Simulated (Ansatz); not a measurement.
```xyz
7

O     0.994   -0.908    0.550
C     0.270   -0.032   -0.166
F     0.950    0.375   -1.269
B    -1.253    0.077   -0.106
S    -0.551    1.433    0.734
H     1.889   -0.565    0.669
H    -2.299   -0.380   -0.412
```

Total charge 0; spin multiplicity 1.

(1) List the PBE/def2-TZVPP orbital energies in eV (Ansatz). (Estimate.)

Results:

(1) Ansatz gave: Occupied: -2396.21, -660.63, -511.66, -273.25, -209.17, -177.89, -155.28, -155.19, -155.18, -31.10, -27.15, -20.22, -16.24, -14.40, -13.15, -12.09, -11.08, -10.41, -9.67, -8.82, -8.07, -7.25, -6.49. Lowest empty: -2.60, -1.07, 0.01, 0.97, 1.48, 1.85, 2.18, 2.84.
